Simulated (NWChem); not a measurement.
Species: CH$_{3}$ClGeO$_{2}$; SMILES C1[O][GeH]([Cl])[O]1

```xyz
8

Cl    -0.4750    -1.9477    -0.0016
Ge     0.5169    -0.0243     0.0016
O     -0.1893     1.2041    -1.1359
C     -0.6831     1.9351    -0.0022
O     -0.1966     1.2041     1.1347
H      2.0404    -0.2702     0.0065
H     -0.2741     2.9727    -0.0009
H     -1.7983     1.9672    -0.0057
```
Atoms are numbered in this order, from 1.

Level: PBE-D3(BJ)/def2-SVP (NWChem), optimised geometry, unscaled harmonic frequencies. 

List the harmonic frequencies with IR intensities, and the thermochemistry.


```csv
frequency (cm⁻¹),IR intensity (km/mol)
124,0.6
135,1.2
252,19.3
410,53.5
522,79.1
553,12.5
605,21.0
711,80.7
816,13.6
945,99.6
1034,130.3
1098,2.5
1104,0.0
1312,3.2
1473,12.5
2109,77.0
2926,108.3
2979,44.2
```

```
Item                                                                               Result
-----------------------------------------------------------------------  ----------------
zero-point energy                                                           27.3 kcal/mol
thermal correction to the enthalpy at 298.15 K (with zero-point energy)     31.6 kcal/mol
heat capacity Cv                                                         19.4 cal/(mol K)
entropy at 298.15 K and 1 atm (symmetry number 1)                        79.2 cal/(mol K)
dipole moment                                                                      1.30 D
```

Rigid rotor and harmonic oscillator.
